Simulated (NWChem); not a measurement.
System: SeCl2; SMILES Cl[Se]Cl

Here is an NWChem input.

```
start job
memory heap 200 mb stack 900 mb global 1100 mb
geometry units angstroms noautoz
  Se     0.000000     0.000000     0.687441
  Cl    -1.711116     0.000000    -0.687017
  Cl     1.711116     0.000000    -0.687017
end
basis spherical
  Se library 6-31g*
  Cl library 6-31g*
end
dft
  xc m06-l
  iterations 150
  mulliken
end
task dft gradient
```

NWChem printed, in part:

```
             Northwest Computational Chemistry Package (NWChem) 7.3.0
             --------------------------------------------------------

 C2V symmetry detected

                             Geometry "geometry" -> ""
                             -------------------------

 Output coordinates in angstroms (scale by  1.889725989 to convert to a.u.)

  No.       Tag          Charge          X              Y              Z
 ---- ---------------- ---------- -------------- -------------- --------------
    1 Se                  34.0000     0.00000000     0.00000000     0.68722900
    2 Cl                  17.0000    -1.71111600     0.00000000    -0.68722900
    3 Cl                  17.0000     1.71111600     0.00000000    -0.68722900

 Effective nuclear repulsion energy (a.u.)     323.4079650561

      Symmetry information
      --------------------

 Group name             C2v
 Group number             16
 Group order               4
 No. of unique centers     2

                                 NWChem DFT Module
                                 -----------------

 Summary of "ao basis" -> "ao basis" (spherical)
 ------------------------------------------------------------------------------
       Tag                 Description            Shells   Functions and Types
 ---------------- ------------------------------  ------  ---------------------
 Se                          6-31g*                 12       32   5s4p3d
 Cl                          6-31g*                  8       18   4s3p1d

      Symmetry analysis of basis
      --------------------------

        a1         28
        a2          8
        b1         20
        b2         12

            General Information
            -------------------
          SCF calculation type: DFT
          Wavefunction type:  closed shell.
          No. of atoms     :     3
          No. of electrons :    68
           Alpha electrons :    34
            Beta electrons :    34
          Charge           :     0
          Spin multiplicity:     1
          Use of symmetry is: on ; symmetry adaption is: on
          Maximum number of iterations: 150
          AO basis - number of functions:    68
                     number of shells:    28
          Convergence on energy requested:  1.00D-06
          Convergence on density requested:  1.00D-05
          Convergence on gradient requested:  5.00D-04

              XC Information
              --------------
                        M06-L Method XC Functional
                         M06-L Exchange Functional  1.000
                       M06-L Correlation Potential  1.000

             Grid Information
             ----------------
          Grid used for XC integration:  medium
          Radial quadrature: Mura-Knowles
          Angular quadrature: Lebedev.
          Tag              B.-S. Rad. Rad. Pts. Rad. Cut. Ang. Pts.
          ---              ---------- --------- --------- ---------
          Se                  1.15      112           8.0       590
          Cl                  1.00       88          10.0       590
          Grid pruning is: on
          Number of quadrature shells:   200
          Spatial weights used:  Erf1

      Superposition of Atomic Density Guess
      -------------------------------------

 Sum of atomic energies:       -3318.40650870

      Non-variational initial energy
      ------------------------------

 Total energy =   -3318.628494
 1-e energy   =   -5258.502588
 2-e energy   =    1616.466129
 HOMO         =      -0.226015
 LUMO         =      -0.070767

      Symmetry analysis of molecular orbitals - initial
      -------------------------------------------------

  Numbering of irreducible representations:

     1 a1          2 a2          3 b1          4 b2

  Orbital symmetries:

     1 a1          2 b1          3 a1          4 a1          5 b1
     6 a1          7 b2          8 b1          9 a1         10 a1
    11 b1         12 a1         13 b1         14 b2         15 a1
    16 a2         17 b1         18 a1         19 b2         20 b1
    21 a1         22 a2         23 a1         24 b2         25 a1
    26 b1         27 a1         28 b1         29 a1         30 b2
    31 a2         32 b1         33 a1         34 b2         35 a1
    36 b1         37 a1         38 b1         39 a1         40 b2
    41 b1         42 a1         43 a1         44 a2

     ---------------------------------------------
      Total Density - Mulliken Population Analysis
     ---------------------------------------------

    Atom       Charge   Shell Charges
 -----------   ------   -------------------------------------------------------
    1 Se  34    33.42   2.00  2.00  6.00  2.00  5.99  1.54  2.47  0.39  0.95  6.95  2.94  0.20
    2 Cl  17    17.29   2.00  2.00  5.98  1.38  3.58  0.57  1.77  0.01
    3 Cl  17    17.29   2.00  2.00  5.98  1.38  3.58  0.57  1.77  0.01

   convergence    iter        energy       DeltaE   RMS-Dens  Diis-err
 ---------------- ----- ----------------- --------- --------- ---------
 d= 0,ls=0.0,diis     1  -3321.4735418611 -3.64D+03  2.07D-02  3.33D-01
 d= 0,ls=0.0,diis     2  -3321.4077391297  6.58D-02  1.44D-02  7.19D-01
 d= 0,ls=0.0,diis     3  -3321.5196089148 -1.12D-01  3.54D-03  4.19D-02
 d= 0,ls=0.0,diis     4  -3321.5249149202 -5.31D-03  9.68D-04  3.91D-03
 d= 0,ls=0.0,diis     5  -3321.5217460910  3.17D-03  4.32D-04  6.07D-04
  Resetting Diis
 d= 0,ls=0.0,diis     6  -3321.5218733930 -1.27D-04  4.84D-04  1.82D-04
 d= 0,ls=0.0,diis     7  -3321.5219288807 -5.55D-05  1.83D-04  1.63D-05
 d= 0,ls=0.0,diis     8  -3321.5219296877 -8.07D-07  8.99D-05  2.34D-05
 d= 0,ls=0.0,diis     9  -3321.5219327457 -3.06D-06  2.67D-05  2.76D-06
 d= 0,ls=0.0,diis    10  -3321.5219331608 -4.15D-07  6.04D-06  1.06D-07

         Total DFT energy =    -3321.521933160751
      One electron energy =    -5257.259528147511
           Coulomb energy =     1755.925336885703
    Exchange-Corr. energy =     -143.595706955028
 Nuclear repulsion energy =      323.407965056085

 Numeric. integr. density =       68.000001039036

                  Occupations of the irreducible representations
                  ----------------------------------------------

                     irrep           alpha         beta
                     --------     --------     --------
                     a1               15.0         15.0
                     a2                3.0          3.0
                     b1               10.0         10.0
                     b2                6.0          6.0

                       DFT Final Molecular Orbital Analysis
                       ------------------------------------

 Vector   32  Occ=2.000000D+00  E=-3.159309D-01  Symmetry=a2
              MO Center=  6.2D-17, -6.7D-16, -6.6D-01, r^2= 4.0D+00
   Bfn.  Coefficient  Atom+Function         Bfn.  Coefficient  Atom+Function
  ----- ------------  ---------------      ----- ------------  ---------------
    40      0.519718  2 Cl py                58     -0.519718  3 Cl py
    44      0.282908  2 Cl py                62     -0.282908  3 Cl py
    36     -0.202376  2 Cl py                54      0.202376  3 Cl py
    28     -0.048825  1 Se d -2

 Vector   33  Occ=2.000000D+00  E=-3.138174D-01  Symmetry=b1
              MO Center= -2.3D-15, -3.6D-17, -6.4D-01, r^2= 4.2D+00
   Bfn.  Coefficient  Atom+Function         Bfn.  Coefficient  Atom+Function
  ----- ------------  ---------------      ----- ------------  ---------------
    39      0.420035  2 Cl px                57      0.420035  3 Cl px
    41     -0.325412  2 Cl pz                59      0.325412  3 Cl pz
    43      0.224886  2 Cl px                61      0.224886  3 Cl px
    45     -0.173073  2 Cl pz                63      0.173073  3 Cl pz
    35     -0.162453  2 Cl px                53     -0.162453  3 Cl px

 Vector   34  Occ=2.000000D+00  E=-2.263654D-01  Symmetry=b2
              MO Center= -3.0D-16, -3.3D-15,  2.7D-01, r^2= 3.0D+00
   Bfn.  Coefficient  Atom+Function         Bfn.  Coefficient  Atom+Function
  ----- ------------  ---------------      ----- ------------  ---------------
    12      0.700624  1 Se py                16      0.320445  1 Se py
    40     -0.321335  2 Cl py                58     -0.321335  3 Cl py
     8     -0.286829  1 Se py                44     -0.214730  2 Cl py
    62     -0.214730  3 Cl py                36      0.123499  2 Cl py
    54      0.123499  3 Cl py                 4      0.085620  1 Se py

 Vector   35  Occ=0.000000D+00  E=-1.367368D-01  Symmetry=a1
              MO Center=  2.6D-14, -4.2D-16,  9.1D-02, r^2= 3.5D+00
   Bfn.  Coefficient  Atom+Function         Bfn.  Coefficient  Atom+Function
  ----- ------------  ---------------      ----- ------------  ---------------
    13      0.693156  1 Se pz                17      0.493112  1 Se pz
    10      0.363195  1 Se s                 39      0.354310  2 Cl px
    57     -0.354310  3 Cl px                43      0.344056  2 Cl px
    61     -0.344056  3 Cl px                14     -0.291438  1 Se s
     9     -0.268089  1 Se pz                42      0.263743  2 Cl s

 Vector   36  Occ=0.000000D+00  E=-1.222492D-01  Symmetry=b1
              MO Center= -3.0D-14, -2.6D-17,  3.6D-01, r^2= 3.4D+00
   Bfn.  Coefficient  Atom+Function         Bfn.  Coefficient  Atom+Function
  ----- ------------  ---------------      ----- ------------  ---------------
    11      0.748047  1 Se px                15      0.566203  1 Se px
    41      0.299990  2 Cl pz                59     -0.299990  3 Cl pz
     7     -0.290008  1 Se px                45      0.286125  2 Cl pz
    63     -0.286125  3 Cl pz                42      0.257195  2 Cl s
    60     -0.257195  3 Cl s                 43      0.192218  2 Cl px

 Vector   37  Occ=0.000000D+00  E= 1.954629D-01  Symmetry=a1
              MO Center=  7.8D-14, -3.3D-15,  5.2D-01, r^2= 4.0D+00
   Bfn.  Coefficient  Atom+Function         Bfn.  Coefficient  Atom+Function
  ----- ------------  ---------------      ----- ------------  ---------------
    14      2.280065  1 Se s                 10      1.618569  1 Se s
    17     -0.345147  1 Se pz                38     -0.291834  2 Cl s
    56     -0.291834  3 Cl s                 43     -0.264926  2 Cl px
    61      0.264926  3 Cl px                42     -0.209334  2 Cl s
    60     -0.209334  3 Cl s                 32     -0.191064  1 Se d  2

     ---------------------------------------------
      Total Density - Mulliken Population Analysis
     ---------------------------------------------

    Atom       Charge   Shell Charges
 -----------   ------   -------------------------------------------------------
    1 Se  34    33.66   2.00  2.00  6.00  2.00  5.99  1.67  2.89  0.28  0.70  6.94  2.91  0.28
    2 Cl  17    17.17   2.00  2.00  5.98  1.41  3.57  0.58  1.62  0.02
    3 Cl  17    17.17   2.00  2.00  5.98  1.41  3.57  0.58  1.62  0.02

     -------------------------------------------
      Total Density - Lowdin Population Analysis
     -------------------------------------------

    Atom       Charge   Shell Charges
 -----------   ------   -------------------------------------------------------
    1 Se  34    33.76   2.00  2.00  5.99  2.00  5.88  1.31  2.63  0.54  1.23  6.71  3.07  0.41
    2 Cl  17    17.12   2.00  2.00  5.91  1.20  3.33  0.68  1.98  0.02
    3 Cl  17    17.12   2.00  2.00  5.91  1.20  3.33  0.68  1.98  0.02

     Multipole analysis of the density
     ---------------------------------

     L   x y z        total         alpha         beta         nuclear
     -   - - -        -----         -----         ----         -------
     0   0 0 0     -0.000000    -34.000000    -34.000000     68.000000

     1   1 0 0     -0.000000     -0.000000     -0.000000      0.000000
     1   0 1 0     -0.000000     -0.000000     -0.000000      0.000000
     1   0 0 1      0.633917      0.316958      0.316958      0.000000

     2   2 0 0    -32.563711   -194.030172   -194.030172    355.496634
     2   1 1 0     -0.000000     -0.000000     -0.000000      0.000000
     2   1 0 1     -0.000000     -0.000000     -0.000000      0.000000
     2   0 2 0    -33.370920    -16.685460    -16.685460      0.000000
     2   0 1 1     -0.000000     -0.000000     -0.000000      0.000000
     2   0 0 2    -30.322197    -72.503984    -72.503984    114.685771

            General Information
            -------------------
          SCF calculation type: DFT
          Wavefunction type:  closed shell.
          No. of atoms     :     3
          No. of electrons :    68
           Alpha electrons :    34
            Beta electrons :    34
          Charge           :     0
          Spin multiplicity:     1
          Use of symmetry is: on ; symmetry adaption is: on
          Maximum number of iterations: 150
          AO basis - number of functions:    68
                     number of shells:    28
          Convergence on energy requested:  1.00D-06
          Convergence on density requested:  1.00D-05
          Convergence on gradient requested:  5.00D-04

              XC Information
              --------------
                        M06-L Method XC Functional
                         M06-L Exchange Functional  1.000
                       M06-L Correlation Potential  1.000

             Grid Information
             ----------------
          Grid used for XC integration:  medium
          Radial quadrature: Mura-Knowles
          Angular quadrature: Lebedev.
          Tag              B.-S. Rad. Rad. Pts. Rad. Cut. Ang. Pts.
          ---              ---------- --------- --------- ---------
          Se                  1.15      112           8.0       590
          Cl                  1.00       88          10.0       590
          Grid pruning is: on
          Number of quadrature shells:   200
          Spatial weights used:  Erf1

          Convergence Information
          -----------------------
          Convergence aids based upon iterative change in
          total energy or number of iterations.
          Levelshifting, if invoked, occurs when the
          HOMO/LUMO gap drops below (HL_TOL):  1.00D-02
          DIIS, if invoked, will attempt to extrapolate
          using up to (NFOCK): 10 stored Fock matrices.

                    Damping( 0%)  Levelshifting(0.5)       DIIS
                  --------------- ------------------- ---------------
          dE  on:    start            ASAP                start
          dE off:    2 iters        150 iters           150 iters

                            NWChem DFT Gradient Module
                            --------------------------

  charge          =   0.00
  wavefunction    = closed shell

  Using symmetry

                         DFT ENERGY GRADIENTS

    atom               coordinates                        gradient
                 x          y          z           x          y          z
   1 Se      0.000000   0.000000   1.298675    0.000000   0.000000   0.006172
   2 Cl     -3.233540   0.000000  -1.298675   -0.004826   0.000000  -0.003086
   3 Cl      3.233540   0.000000  -1.298675    0.004826   0.000000  -0.003086
```

Level: M06-L/6-31G* (spherical d). Structure relaxed at the B3LYP/6-31G* (spherical d) level.
